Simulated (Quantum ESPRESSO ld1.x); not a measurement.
Values are calculated unless marked as measured or tabulated.
Task: Ionisation of the ytterbium ion Yb+, [Xe] 4f14 6s1, to Yb2+, [Xe] 4f14, under several functionals. Non-relativistic Kohn-Sham, spin-polarised, spherical densities, point nucleus; open shells are filled with parallel spins first; ld1.x of Quantum ESPRESSO 7.5. The NIST Atomic Spectra Database gives 12.179 eV (measured). Rank these functionals by the error of their Delta-SCF ionisation energy: exchange-only LDA; LDA (Slater exchange, Perdew-Zunger correlation) + SIC; LDA (Slater exchange, Perdew-Wang correlation) + SIC; LDA (Slater exchange, VWN5 correlation); LDA (Slater exchange, Perdew-Zunger correlation); LDA (Slater exchange, Perdew-Wang correlation).

Result: From best to worst: LDA (Slater exchange, VWN5 correlation) 11.619 eV (-0.560); LDA (Slater exchange, Perdew-Wang correlation) 11.616 eV (-0.563); LDA (Slater exchange, Perdew-Zunger correlation) 11.611 eV (-0.568); LDA (Slater exchange, Perdew-Wang correlation) + SIC 11.490 eV (-0.689); LDA (Slater exchange, Perdew-Zunger correlation) + SIC 11.489 eV (-0.691); exchange-only LDA 10.964 eV (-1.215). Relativity is left out here, which matters for elements this heavy.
